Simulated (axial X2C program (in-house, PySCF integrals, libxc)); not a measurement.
PbF⁻ along the bond: PBE50, spin-free

Computed with an in-house all-electron X2C program for linear molecules (integrals from PySCF). Spin-free means the one-electron spin-free X2C Hamiltonian. Basis: Pb dyall-acv3z [13s15p11d8f1g], F dyall-av3z [7s6p3d2f] (cores contracted in-house); Gaussian nuclei, density fitting, unrestricted open shells. Masses: Pb 207.977 u, F 18.998 u.

State: M_S = 1, Λ = 0 (beyond evenly filled blocks: π+α, π-α). Dipoles are positive if F is the positive end and refer to the centre of mass.

Results along the bond:

```tsv
R (Å)	μ (D)	HOMO (eV)	LUMO (eV)	⟨S²⟩
1.918	-1.223	-0.09	2.78	2.006
2.007	-1.894	-0.18	2.78	2.006
2.073	-2.400	-0.25	2.77	2.005
2.139	-2.906	-0.33	2.75	2.005
2.205	-3.410	-0.41	2.73	2.005
2.282	-3.993	-0.50	2.71	2.005
2.359	-4.571	-0.59	2.68	2.005
2.459	-5.304	-0.71	2.64	2.005
2.580	-6.183	-0.86	2.57	2.005
2.756	-7.430	-1.07	2.45	2.006
```

One determinant describes the state; a PBE0 search over occupations chose it and may have missed a lower one. PBE0 can misorder states that lie within some tenths of an eV, so this need not be the ground state of the molecule. The nearest other spin-free determinant of the search, M_S = 0, Λ = 2, lies 0.60 eV up at the distance of the search. Spin–orbit coupling changes these values markedly for this molecule (Re by over 0.02 Å or De by over 0.25 eV), so the spin-free numbers are a model. The LUMO of an anion is an unbound level whose energy the basis sets.
